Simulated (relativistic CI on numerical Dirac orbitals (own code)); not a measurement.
# One change at a time: Pr26+

Base calculation: Dirac-Coulomb-Breit CI, orbitals from a KLI potential per configuration, model QED, unscaled Slater integrals.

Configurations in the expansion (outside the closed core [Ar] 3d10): 4s2 4p3, 4s 4p4, 4s2 4p2 4d, 4p5, 4s 4p3 4d, 4s2 4p2 4f, 4s 4p3 4f, 4p4 4d, 4s 4p2 4d2, 4s2 4p 4d 4f, 4p4 4f, 4s2 4p 4d2, 4s2 4d3, 4s 4p 4d3, 4s2 4d2 4f, 4s 4p 4d2 4f, 4p3 4d2, 4p2 4d3, 4p2 4d2 4f. Double excitations out of closed p, d and f shells are left out; levels of such configurations are missing from the list, as are those of other unlisted configurations, and high levels can miss mixing partners.

Variants: (1) QED terms removed. Shifts of the energy above 4s2 4p3 2P°_3/2, in cm⁻¹, for the lowest level and the first level of each name with at least 55 % of one term (blank where a level changes its place among those of its configuration and J or its character, or is not in the variant):

```
            Level     Base   Δ(1)
  4s2 4p3 2P°_3/2        0      0
  4s2 4p3 2D°_5/2   218059   -326
  4s2 4p3 2P°_1/2   259278   -314
    4s 4p4 4P_5/2   674085  +3262
    4s 4p4 2D_5/2   930102  +2571
4s2 4p2 4d 2F_5/2  1005362   +242
4s2 4p2 4d 4D_1/2  1030254  +1062
4s2 4p2 4d 2D_3/2  1181665   +168
4s2 4p2 4d 2D_5/2  1190714   +203
4s 4p3 4d 6D°_1/2  1479539  +3904
4s 4p3 4d 6D°_9/2  1517202  +3791
4s 4p3 4d 4F°_5/2  1660704  +3534
4s 4p3 4d 4F°_7/2  1681534  +3443
```

At this charge energies of transitions that change n are usually good to better than 1 %, and those within a shell (Δn = 0) to a few per cent.

Ionisation energy from the two ground configurations alone: base 919.27 eV. The NIST ASD value (theoretical) is 920 eV.

LS names give the leading component of a level, which can be under half, so a name can repeat, a term be missing and a line seem to break the LS rules.
